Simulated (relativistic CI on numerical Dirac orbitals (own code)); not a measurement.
**Slater and spin-orbit integrals, Sr XXV**

Method of calculation: Dirac-Coulomb-Breit CI, orbitals from a KLI potential per configuration, model QED (radiative potential, 1s self-energy scaled to tabulated hydrogen-like ionisation energies), unscaled Slater integrals (own radial code, finite nucleus).

Slater integrals F^k, G^k are unscaled and averaged over j, outside the closed core [Ne]; ζ comes from projecting the Hamiltonian with its Breit term on Σ l·s of the shell.

- 3s2 3p2: F^2(3p,3p) = 240610, ζ(3p) = 83164 cm⁻¹; <r>(3p) = 0.4134, <r^2>(3p) = 0.1969 (bohr units).
- 3s 3p3: F^2(3p,3p) = 240440, G^1(3s,3p) = 304900, ζ(3p) = 83100 cm⁻¹; <r>(3s) = 0.4247, <r^2>(3s) = 0.2051, <r>(3p) = 0.4137, <r^2>(3p) = 0.1972 (bohr units).
- 3s2 3p 3d: ζ(3p) = 83019, F^2(3p,3d) = 241020, G^1(3p,3d) = 258470, G^3(3p,3d) = 172720, ζ(3d) = 9533.8 cm⁻¹; <r>(3p) = 0.414, <r^2>(3p) = 0.1975, <r>(3d) = 0.3701, <r^2>(3d) = 0.1584 (bohr units).

Averages of the first 10 configurations, taken without configuration mixing, which lowers the lowest level and can move excited configurations by several eV; other configurations of the list can lie among them:

```json
{"Configuration": "3s2 3p2", "Parity": "even", "States": "15", "Average energy above the lowest level (eV)": "25.0"}
{"Configuration": "3s 3p3", "Parity": "odd", "States": "40", "Average energy above the lowest level (eV)": "101.2"}
{"Configuration": "3s2 3p 3d", "Parity": "odd", "States": "60", "Average energy above the lowest level (eV)": "128.7"}
{"Configuration": "3p4", "Parity": "even", "States": "15", "Average energy above the lowest level (eV)": "187.9"}
{"Configuration": "3s 3p2 3d", "Parity": "even", "States": "300", "Average energy above the lowest level (eV)": "200.5"}
{"Configuration": "3p3 3d", "Parity": "odd", "States": "200", "Average energy above the lowest level (eV)": "282.6"}
{"Configuration": "3s 3p 3d2", "Parity": "odd", "States": "540", "Average energy above the lowest level (eV)": "303.6"}
{"Configuration": "3s2 3d 4p", "Parity": "odd", "States": "60", "Average energy above the lowest level (eV)": "674.5"}
{"Configuration": "3p3 4s", "Parity": "odd", "States": "40", "Average energy above the lowest level (eV)": "695.4"}
{"Configuration": "3s2 3p 4s", "Parity": "odd", "States": "12", "Average energy above the lowest level (eV)": "539.9"}
```
